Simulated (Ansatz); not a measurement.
System: Ge, charge 0, triplet.

Hartree-Fock and MP2 correlation energies in hartree (Ansatz, a first-principles code). Radicals and triplets start from unrestricted determinants; spin-orbit coupling is neglected. Cores are frozen in correlated methods (noble-gas shells, and filled d and f shells in the p block). No relativity.

```
basis    X        E(HF)  E(corr, MP2)
-------  -  -----------  ------------
cc-pVTZ  3  -2075.36107      -0.05006
cc-pVQZ  4  -2075.36359      -0.05352
cc-pV5Z  5  -2075.36384      withheld
```

**Question.** Fit E(corr) = E∞ + A/X³ to X = 3 and 4, predict X = 5, and compare with the run.

**Answer.** A = (-0.05006 - (-0.05352))/(1/27 - 1/64) = 0.1616; E∞ = -0.05352 - A/64 = -0.05604; at X = 5, E∞ + A/125 = -0.05475. The run gave -0.05524, 0.49 mEh below the prediction. The same form on X = 4 and 5 gives E∞ = -0.05704, 1.00 mEh below the first estimate.
